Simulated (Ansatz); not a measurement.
Geometry optimisation, RKS BLYP-D4/def2-SVP in Ansatz 0.2.0.

Input file:

```yaml
crystal:
  periodic: [false, false, false]
  atoms:
    - { symbol: W, position_ang: [0.300765, 0.191389, -0.439891] }
    - { symbol: Cl, position_ang: [-0.034139, 0.399355, 3.129887] }
    - { symbol: H, position_ang: [1.483604, -0.636764, 0.443245] }
    - { symbol: H, position_ang: [-0.633178, 1.505066, 0.094886] }
    - { symbol: H, position_ang: [-1.310063, -0.116626, 0.042909] }
    - { symbol: H, position_ang: [-0.142275, -1.32611, 0.207247] }
    - { symbol: F, position_ang: [0.473698, 0.070357, -2.281915] }
    - { symbol: "N", position_ang: [1.59584, 1.602308, 0.332446] }
    - { symbol: H, position_ang: [2.555074, 1.29907, 0.528962] }
    - { symbol: Si, position_ang: [1.296025, 3.35353, 0.361542] }
    - { symbol: H, position_ang: [0.834215, 3.870259, -0.971251] }
    - { symbol: H, position_ang: [0.254667, 3.692542, 1.387438] }
    - { symbol: H, position_ang: [2.594586, 4.02565, 0.709695] }
    - { symbol: H, position_ang: [0.854379, 1.099473, 2.402899] }
basis:
  gaussian: { orbitals: def2-SVP }
hamiltonian:
  xc: blyp
  dispersion: d4
relax:
  f_tol: 0.03
  max_steps: 50
```

Command:

```bash
$ ansatz run input.yaml --threads 4 --pin off --max-ram 5120MiB --backend cpu --events-out ev --progress --plain --runs-dir out
```

Where does it end, and by what steps?

The forces met the threshold. After 32 steps the energy has fallen by 0.703 eV; H14 moved furthest, 1.59 Å. Parted: Cl2–H14 (1.34 → 2.83 Å). Joined: W1–Cl2 (3.59 → 2.46 Å), N8–H14 (2.26 → 1.03 Å).

```tsv
step	energy less start (eV)	largest force component (eV/Å)	accepted
0	0.0000	0.536	yes
2	-0.0540	0.245	yes
4	-0.0626	0.051	yes
6	-0.0673	0.089	yes
8	-0.0789	0.248	yes
10	-0.3255	1.149	yes
12	-0.4526	2.731	no
14	-0.5646	0.139	yes
16	-0.6193	0.524	yes
18	-0.6555	0.752	yes
20	-0.6566	0.467	no
22	-0.6859	0.107	yes
24	-0.6905	0.064	yes
26	-0.6947	0.183	yes
28	-0.6999	0.139	yes
30	-0.7021	0.041	yes
32	-0.7028	0.020	yes
```

```xyz
14
Properties=species:S:1:pos:R:3
W 0.132 0.084 0.037
Cl -0.382 0.478 2.412
H 1.039 -0.946 1.048
H -0.912 1.420 0.234
H -1.498 -0.256 -0.346
H -0.459 -1.519 0.088
F 0.966 0.193 -1.635
N 1.847 1.686 0.567
H 2.667 1.545 -0.043
Si 1.250 3.410 0.529
H 0.726 3.645 -0.848
H 0.210 3.531 1.585
H 2.399 4.339 0.800
H 2.138 1.418 1.519
```

Whether the end is a true minimum wasn't checked by a vibrational analysis.

Time of the run: 96 s on 4 threads of Arm Neoverse V2 (shared host), peak memory 0.22 GiB.
